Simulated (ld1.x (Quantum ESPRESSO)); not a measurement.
**Scattering properties, ultrasoft potential for H (Z = 1)**

- Element: H
- Generator: ld1.x (Quantum ESPRESSO) 7.5
- Type: ultrasoft
- Functional: PBEsol
- Relativity: non-relativistic
- Frozen core: none
- Valence charge: 1
- Reference configuration: 1s1
- Partial waves: 1s (bound): rcut 0.70, rcutus 0.80 bohr; 1s channel at 1.2 Ry: rcut 0.70, rcutus 0.80 bohr; 2p channel at 0.05 Ry: rcut 0.50, rcutus 0.60 bohr; 2p channel at 1.05 Ry: rcut 0.50, rcutus 0.60 bohr
- Local potential: all-electron potential smoothed inside 0.60 bohr (lloc = -1)
- Core correction: none
- Augmentation charge: PSQ, inside the norm-conserving radii

The phase is arctan(r·u′/u) with u = r·R(r), unwrapped; energies in Ry, scanned from -2 to 5 Ry. A pole is an energy at which the radial function vanishes at the test radius. The pseudo phase is shifted by a multiple of π to meet the all-electron one at the reference energy, and phase errors are pseudo minus all-electron; the curves can meet again beyond the range given. Levels narrower than the energy grid can be missing from the lists of poles.

Task: For each channel, where are the poles, and over which energies does the pseudopotential scatter like the atom?

Result:

```csv
channel,radius (bohr),reference energy (Ry),"poles, all-electron","poles, pseudo",unbroken range about the reference energy with phases within 0.05 rad,phase error 1 Ry above the reference energy (rad)
s,0.90,-0.47,none,none,the whole range,+0.000
p,0.90,0.05,none,none,the whole range,-0.000
```

Phases in the s channel:

```tsv
E (Ry)	all-electron	pseudo
-2.00	0.630	0.630
-1.52	0.511	0.511
-1.04	0.361	0.361
-0.56	0.177	0.177
-0.08	-0.040	-0.040
0.40	-0.275	-0.275
0.88	-0.505	-0.505
1.36	-0.710	-0.710
1.84	-0.880	-0.880
2.32	-1.018	-1.018
2.80	-1.127	-1.127
3.28	-1.216	-1.216
3.76	-1.287	-1.287
4.24	-1.347	-1.347
4.72	-1.396	-1.396
```
